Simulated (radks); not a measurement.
Results of a calculation; reference values are marked as such.
Q: Radial electron density D(r) = 4 pi r^2 rho(r) of an atom or ion with 2 electrons. Code: a radial shooting solver on a logarithmic mesh with Libxc functionals. Model: Dirac Kohn-Sham, PBE, spin-unpolarised, spherical densities, finite nucleus; Fermi nuclear charge, rms radius of each element as measured or else 0.836 A^(1/3) + 0.57 fm.

```
   r/bohr * D(r) (the largest magnitude, 63.9, reaches the edge; | marks zero)
 0.001071 | *
  0.00117 |  *
 0.001287 |  *
 0.001417 |   *
  0.00156 |   *
 0.001717 |    *
 0.001875 |     *
 0.002064 |     *
 0.002272 |       *
 0.002501 |        *
 0.002753 |         *
  0.00303 |           *
 0.003309 |            *
 0.003642 |              *
 0.004009 |                *
 0.004413 |                   *
 0.004858 |                     *
 0.005305 |                        *
 0.005839 |                           *
 0.006428 |                              *
 0.007075 |                                 *
 0.007788 |                                     *
 0.008505 |                                        *
 0.009362 |                                           *
  0.01031 |                                              *
  0.01134 |                                                 *
  0.01249 |                                                   *
  0.01363 |                                                     *
  0.01501 |                                                      *
  0.01652 |                                                      *
  0.01819 |                                                     *
  0.02002 |                                                   *
  0.02204 |                                                 *
  0.02406 |                                             *
  0.02649 |                                         *
  0.02916 |                                    *
  0.03209 |                               *
  0.03533 |                         *
  0.03858 |                    *
  0.04246 |               *
  0.04674 |           *
  0.05145 |       *
  0.05664 |     *
  0.06185 |   *
  0.06808 | *
  0.07494 |*
  0.08249 |*
   0.0908 *
  0.09915 *
   0.1091 *
   0.1201 *
   0.1322 *
   0.1456 *
   0.1602 *
```

What is the nuclear charge?

A: Z = 57. The innermost maximum, from 1s, lies near gamma/Z bohr with gamma = sqrt(1 - (Z/c)^2) = 0.909, here 0.016 bohr (found: 0.0160), and its height grows with Z. The density is that of the lanthanum ion La55+ in [He]; the configuration itself is not fixed sharply by these data, and Z only to a few units. D(r) has 1 maximum, at r = 0.0160 bohr.
